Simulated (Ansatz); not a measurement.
# A rate constant, worked out

An elementary step of BH₂Cl₃O₂, singlet (BCl₃ ([Cl][B]([Cl])[Cl]) + H₂O₂ ([OH][OH]) → BHCl₂O₂ ([OH][O][B]([Cl])[Cl]) + HCl; B–Cl, H–O broken or loosened, B–O, Cl–H formed or tightened). The start structure is the complex of the reactants, bound by 0.37 eV, and the electronic barrier above it is 1.025 eV by CCSD(T) at an estimated basis limit (MP2 extrapolated from triple and quadruple zeta, plus CCSD(T) − MP2 in triple zeta). Program: Ansatz 0.2.0. Basis: def2-TZVPP and def2-QZVPP. Cores are frozen in the correlated methods. Extrapolation: Hartree–Fock as exp(−7.88 √X), correlation as X^−2.97. Harmonic wavenumbers at PBE0-D4/def2-TZVP (Ansatz 0.2.0), in cm⁻¹:

Start: 95, 183, 208, 244, 278, 300, 385, 475, 511, 561, 738, 819, 924, 995, 1323, 1521, 3481, 3682.

Saddle: 1042i, 73, 155, 180, 237, 240, 266, 377, 473, 524, 595, 946, 971, 1052, 1100, 1493, 1566, 3607.

Problem. Work out the transition-state-theory rate constant at 700 K from these numbers alone (harmonic vibrations; rotation, path degeneracy and anharmonicity left out), and the Wigner tunnelling factor. Use 1 cm⁻¹ = 1.2398 × 10⁻⁴ eV and k_B = 8.617 × 10⁻⁵ eV/K.

Solution. Zero-point energies, half the sums: start 16723/2 cm⁻¹ = 1.0367 eV; saddle, real modes only, 13855/2 cm⁻¹ = 0.8589 eV.
Barrier with zero-point energy: 1.025 + 0.8589 − 1.0367 = 0.8472 eV.
k_BT = 0.06032 eV, so the barrier is 14.04 k_BT.
Vibrational partition functions from the zero-point level, ln q = −Σ ln(1 − exp(−hν/k_BT)): start 9.238, saddle 9.684.
k = (k_BT/h) exp(ln q‡ − ln q) exp(−E0/k_BT), with log₁₀(k_BT/h in s⁻¹) = 13.16: log₁₀ k = 13.16 + (0.446 − 14.04)/2.3026 = 7.26, so k ≈ 2 × 10^(7) s⁻¹.
Wigner factor: 1 + (hν‡/k_BT)²/24 = 1 + (2.14)²/24 = 1.19. A change of 1 kcal/mol (0.043 eV) in the barrier would change k by a factor of 2.1 at this temperature.

The T1 diagnostic stays at or below 0.013.

Labels in which every atom is bracketed show which atoms are joined, not bond orders.

For scale, one of the runs: CCSD(T)/def2-TZVPP, 247 basis functions, launched by `ansatz run in.yaml --threads 8 --pin off --events-out ev --progress --plain --max-ram 19148MiB`. Hardware: 8 CPU threads of an Arm Neoverse V1, shared host. Wall time 120 s; peak host memory 5.1 GiB.
